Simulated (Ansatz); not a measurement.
Ge24H32⁻, a nanocrystal cut from cubic germanium. Total charge -1; doublet. Geometry r2SCAN-D4/def2-SVP, that of the neutral singlet; atoms count from 1.

Cartesian coordinates in Å:
```
Ge 2.9992 -2.9806 -2.1614
Ge -1.1586 -3.7020 3.0841
Ge -0.2301 0.5921 4.2263
Ge 3.8437 0.8221 -1.3458
Ge 2.2140 2.5690 1.8063
Ge 1.3809 -1.2330 1.0306
Ge -0.8938 -2.1478 -2.0973
Ge -2.4996 -0.3636 1.0853
Ge -0.0596 1.6591 -1.3170
Ge 1.5780 -0.1275 -4.4770
Ge -1.6521 3.4483 1.9096
Ge -4.0980 2.2036 -1.7060
Ge 0.9430 -3.4683 1.8900
Ge 3.3671 -1.3630 -0.3819
Ge 1.0864 -2.3001 -3.5006
Ge 1.7357 0.3972 2.8069
Ge -3.0048 -2.5742 1.9786
Ge -2.1299 1.2622 2.8631
Ge 4.2115 2.4439 0.4263
Ge 1.9410 1.5005 -2.7061
Ge 0.3010 3.2767 0.4697
Ge -0.5173 -0.5208 -0.3245
Ge -4.4071 0.2426 -0.3054
Ge -1.9157 2.2704 -2.7690
H 4.2504 -3.0440 -3.0626
H 2.7706 -4.3869 -1.5742
H -1.4993 -5.2033 3.1928
H -1.0018 -3.1577 4.5155
H 0.0272 1.6555 5.3157
H -0.5254 -0.7463 4.9334
H 5.0989 0.7175 -2.2451
H 2.4251 3.5981 2.9443
H -1.2160 -3.5217 -1.4741
H -2.1146 -1.7194 -2.9374
H 2.8525 -0.2379 -5.3403
H 0.4251 0.3215 -5.3957
H -1.3659 4.4570 3.0429
H -2.8701 3.9631 1.1160
H -4.3015 3.4774 -0.8659
H -5.1816 2.1939 -2.8048
H 2.1154 -3.9021 2.7949
H 0.9185 -4.4290 0.6821
H 4.5650 -1.8068 0.4930
H 0.8558 -3.3318 -4.6301
H 2.9557 -0.0490 3.6496
H -4.1988 -2.4696 2.9513
H -3.4583 -3.4517 0.7922
H -3.4048 1.3369 3.7377
H 5.4178 2.0233 1.2903
H 4.5175 3.8303 -0.1766
H 2.2244 2.8927 -3.3215
H 0.6127 4.6535 -0.1665
H -4.6994 -0.9608 -1.2271
H -5.6475 0.4425 0.5912
H -1.9246 1.2744 -3.9481
H -1.6579 3.6733 -3.3579
```

Single mean-field runs in def2-SVP are fitted with def2-universal-jkfit. The highest occupied level of the charge -1 doublet lies above zero (up to 0.54 eV). By energy differences its removal costs 0.40 eV (vertical, to the charge 0 singlet, at PBE0-D4/def2-SVP); self-interaction error and the lack of diffuse functions both raise the level.

**Question.** Estimate the Mulliken populations of the heavy atoms from the PBE0/def2-SVP orbitals of Ansatz.

**Answer.** 
| atom | charge (e) | spin (α − β) |
| --- | --- | --- |
| Ge1 | 0.09 | 0.01 |
| Ge2 | 0.08 | 0.02 |
| Ge3 | 0.10 | 0.02 |
| Ge4 | 0.02 | 0.01 |
| Ge5 | -0.01 | 0.01 |
| Ge6 | -0.13 | 0.06 |
| Ge7 | 0.09 | 0.06 |
| Ge8 | -0.19 | 0.15 |
| Ge9 | -0.13 | 0.06 |
| Ge10 | 0.09 | 0.01 |
| Ge11 | 0.10 | 0.02 |
| Ge12 | 0.08 | 0.02 |
| Ge13 | 0.10 | 0.04 |
| Ge14 | 0.00 | 0.08 |
| Ge15 | 0.01 | 0.03 |
| Ge16 | 0.01 | 0.05 |
| Ge17 | 0.12 | -0.01 |
| Ge18 | 0.03 | 0.01 |
| Ge19 | 0.13 | 0.00 |
| Ge20 | 0.00 | 0.08 |
| Ge21 | 0.01 | 0.05 |
| Ge22 | -0.12 | 0.04 |
| Ge23 | 0.12 | -0.01 |
| Ge24 | 0.10 | 0.04 |
Mulliken values and Mayer orders depend strongly on the basis.

**Question.** Where does the spin sit?

**Answer.** Summed by element: Ge 0.84, H 0.16, of 1 unpaired in all. Largest on single atoms: Ge8 0.15, Ge20 0.08, Ge14 0.08.

**Question.** And the Mayer bond orders between bonded heavy atoms (over 0.3)?

**Answer.** Ge1–Ge14 0.92 (2.43 Å); Ge1–Ge15 0.93 (2.43 Å); Ge2–Ge13 0.93 (2.43 Å); Ge2–Ge17 0.94 (2.43 Å); Ge3–Ge16 0.94 (2.43 Å); Ge3–Ge18 0.93 (2.43 Å); Ge4–Ge14 0.91 (2.44 Å); Ge4–Ge19 0.94 (2.43 Å); Ge4–Ge20 0.91 (2.44 Å); Ge5–Ge16 0.93 (2.44 Å); Ge5–Ge19 0.92 (2.43 Å); Ge5–Ge21 0.93 (2.44 Å); Ge6–Ge13 0.87 (2.43 Å); Ge6–Ge14 0.88 (2.44 Å); Ge6–Ge16 0.90 (2.44 Å); Ge6–Ge22 0.92 (2.44 Å); Ge7–Ge15 0.93 (2.43 Å); Ge7–Ge22 0.85 (2.44 Å); Ge8–Ge17 0.92 (2.44 Å); Ge8–Ge18 0.91 (2.44 Å); Ge8–Ge22 0.76 (2.44 Å); Ge8–Ge23 0.92 (2.44 Å); Ge9–Ge20 0.88 (2.44 Å); Ge9–Ge21 0.90 (2.44 Å); Ge9–Ge22 0.92 (2.44 Å); Ge9–Ge24 0.87 (2.43 Å); Ge10–Ge15 0.93 (2.43 Å); Ge10–Ge20 0.92 (2.43 Å); Ge11–Ge18 0.93 (2.43 Å); Ge11–Ge21 0.94 (2.43 Å); Ge12–Ge23 0.94 (2.43 Å); Ge12–Ge24 0.93 (2.43 Å).
